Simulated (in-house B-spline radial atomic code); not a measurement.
Values are calculated unless marked as measured or tabulated.
Building a PAW s channel for Sn, r_c = 2.18 bohr

Sn, [Kr] 4d10 5s2 5p2, non-relativistic LDA (VWN5), spherical and spin-unpolarised, from an all-electron radial atomic-structure program (B-spline basis) (atomic units; all potentials screened as in the neutral atom).

Two all-electron partial waves φ1, φ2 are integrated outwards at E1 = ε(5s) = -0.369349 and E2 = E1 + 1 hartree; φ1 is the bound orbital and φ2 has unit norm inside r_c = 2.1846 bohr. Smooth partners are polynomials, r^1(a0 + a1 r² + a2 r⁴ + a3 r⁶), matched to φ and three derivatives at r_c, with no condition on the norm. The local potential is -6.5758 + (3.43026) r² + (-0.745527) r⁴ + (0.0595097) r⁶ inside 1.7886 bohr and the all-electron one outside.

```json
{"wave": "1", "φ(r_c)": "0.7179689", "φ'(r_c)": "-0.06592653", "a0": "0.3348302", "a1": "0.07473454", "a2": "-0.02347081", "a3": "0.001579882"}
{"wave": "2", "φ(r_c)": "0.5049309", "φ'(r_c)": "-1.758653", "a0": "1.222261", "a1": "-0.1321963", "a2": "-0.0314688", "a3": "0.003279661"}
```

Inside r_c the overlaps are <φi φj> = [[0.41044, 0.61469], [0.61469, 1.00000]] and, for the smooth waves, [[0.49561, 0.87299], [0.87299, 1.75545]]. With χj = (Ej − T − V_local) applied to smooth wave j, the program's quadrature gives the matrix B_ij = <smooth i, χj> as [[0.61000, 1.77431], [1.51600, 4.50378]].

Q: Check the match of the first wave, and find the augmentation charges q_ij.

A: At r_c the four terms are 0.73147, 0.77918, -1.16785, 0.37517, which sum to 0.7180, φ1(r_c) to rounding. q_ij is the all-electron overlap less the smooth one: [[-0.08518, -0.25831], [-0.25831, -0.75545]]. The smooth first wave has a norm of 0.4956 inside r_c against 0.4104, so q11 is negative and must stay small enough for the overlap operator to be positive.

Q: B isn't symmetric. Show that D_ij = B_ij + Ej q_ij is.

A: Integrating by parts gives B12 − B21 = (E1 − E2) q12: 1.77431 − (1.51600) = 0.25831, and −1 × (-0.25831) = 0.25831. So D12 = 1.77431 + (0.630651)(-0.25831) = 1.61141 and D21 = 1.51600 + (-0.369349)(-0.25831) = 1.61141; D11 = 0.64146, D22 = 4.02735. The projectors, p = (B⁻¹)ᵀ χ, are dual to the smooth waves; det B = 0.057.

Solving (T + V_local + Σ p D p) ψ = E (1 + Σ p q p) ψ in a sphere of 9 bohr, whose wall lifts the free-atom level a little, gives these levels:

```csv
all-electron,one projector,two projectors
-0.369319,-0.663162,-130.279000
0.039020,-0.369319,-0.369319
0.366420,0.039866,0.039017
0.861408,0.368939,0.366416
1.509820,0.864993,0.861398
```

Q: What does the second projector gain?

A: With one projector a ghost lies below the reference level, so the set fails. With two a ghost lies below the reference level, so the set fails. The lowest eigenvalue of the overlap operator is 0.5992 with one and 0.002596 with two projectors. The smooth orbital alone needs a cutoff of 4.15 hartree for 1 millihartree of kinetic energy, against 10.6 for a norm-conserving Troullier-Martins orbital of the same radius, which is no gain while the set fails.
